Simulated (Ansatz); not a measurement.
Cost and result for the atomization energy of CH5F2NSi2, SMILES `N=C(F)[SiH](F)[SiH3]` (11 atoms, 10 bonds).

Z-matrix (Å, degrees):
```
Si
F 1 1.602
C 1 1.896 2 108.0
Si 1 2.338 2 111.9 3 -118.0
H 1 1.485 2 107.5 3 115.5
F 3 1.354 1 116.9 2 44.2
N 3 1.249 1 120.7 2 -137.8
H 4 1.484 1 108.7 2 -174.8
H 4 1.487 1 109.2 2 -55.7
H 4 1.484 1 109.7 2 64.3
H 7 1.022 3 113.2 1 -176.9
```

Charge 0, multiplicity 1. Geometry: relaxed with PBE0-D4/def2-TZVP. It is one conformer, not always the lowest. Program: Ansatz. All runs use 4 threads of an Intel Xeon on a shared host. Times are those of one run each, without the atoms' runs, and a repeat can differ threefold. Electronic energies, without spin–orbit coupling; frozen cores. CCSD(T)/CBS adds CCSD(T) − MP2 in def2-TZVPP to the MP2 limit, and its time is that of the two runs behind it. T1 = 0.014. B3LYP takes the VWN-RPA correlation (the form of Gaussian; ORCA's B3LYP/G).

CCSD(T)/CBS is a level of theory with its own doubt, some kJ/mol a heavy atom from the limit and from the frozen cores, so smaller differences don't rank the functionals.

```
                            level  functions  wall time  atomization (kcal/mol)  difference from CCSD(T)/CBS  per bond
             revPBE-D4/def2-TZVPP        278        2 s                   929.8                         -5.6      -0.6
               BLYP-D4/def2-TZVPP        278      2.1 s                   939.7                          4.3       0.4
               PBE0-D4/def2-TZVPP        278      2.8 s                   930.5                         -4.9      -0.5
          CAM-B3LYP-D4/def2-TZVPP        278      3.6 s                   940.7                          5.3       0.5
            r2SCANh-D4/def2-TZVPP        278      4.3 s                   926.9                         -8.5      -0.8
B3LYP-D4/def2-TZVPP (with forces)        278      4.4 s                   935.2                         -0.2       0.0
                B2PLYP/def2-TZVPP        278      5.5 s                   923.7                        -11.7      -1.2
                 CCSD(T)/def2-SVP        117      5.5 s                   866.1                        -69.3      -6.9
                B97M-V/def2-TZVPP        278      7.5 s                   937.5                          2.1       0.2
 ωB97M-V/def2-TZVPP (with forces)        278      9.5 s                   937.7                          2.3       0.2
                   MP2/def2-QZVPP        518       21 s                   941.6                          6.2       0.6
               CCSD(T)/def2-TZVPP        278    2.6 min                   906.0                        -29.4      -2.9
                CCSD(T)/CBS(def2)          –    2.9 min                   935.4                          0.0       0.0
```

From r2SCAN to r2SCAN0 (25 % exact exchange), in def2-TZVPP and without D4, the atomization energy moves by −22.1 kcal/mol: exact exchange takes away binding that semilocal exchange gives to molecules. In def2-TZVPP, CCSD(T) changes the Hartree–Fock value by +248.1 kcal/mol (the triples alone add +16.4 kcal/mol) and MP2 by +266.1 kcal/mol; breaking electron pairs costs correlation energy, which Hartree–Fock lacks. At CCSD(T), def2-SVP lies −69.3 kcal/mol from the extrapolated value and def2-TZVPP −29.3 kcal/mol: correlation converges slowly with the basis, and small sets miss more of it in the bonded molecule than in its fragments.
